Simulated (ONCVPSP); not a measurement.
How hard is this O (Z = 8) ONCV potential?

| Item | Value |
| --- | --- |
| Element | O (Z = 8) |
| Generator | ONCVPSP 4.0.1 |
| Type | optimised norm-conserving Vanderbilt (ONCV) |
| Functional | PBEsol |
| Relativity | non-relativistic |
| Frozen core | [He] |
| Valence charge | 6 |
| Reference configuration | 2s1 2p5 |
| Partial waves | 2s: rc 0.85 bohr, ncon 4, nbas 8, qcut 9.8 1/bohr, 2 projectors, debl 2.5 Ha; 2p: rc 2.15 bohr, ncon 5, nbas 9, qcut 7.2 1/bohr, 1 projector |
| Local potential | polynomial inside 0.80 bohr (lpopt 5, dvloc0 1 Ha) |
| Core correction | none |

**Question.** For each optimised wave give the share of its norm inside rc, the residual kinetic energy above qcut (Ha) and the cutoffs (Ha) for errors of 10, 1, 0.1 and 0.01 mHa per electron.

**Answer.**

| wave | norm inside rc | residual KE | 10 mHa | 1 mHa | 0.1 mHa | 0.01 mHa |
| --- | --- | --- | --- | --- | --- | --- |
| 2s | 0.320 | 1.7e-04 | 27.9 | 39.7 | 54.8 | 213.9 |
| s projector 2 | 0.111 | 1.2e-04 | 25.8 | 38.4 | 49.7 | 227.1 |
| 2p | 0.892 | 1.1e-06 | 14.4 | 18.3 | 21.2 | 23.6 |

The occupied waves need 40 Ha and 55 Ha for 1 and 0.1 mHa. Its largest configuration-test error is +1088 meV.
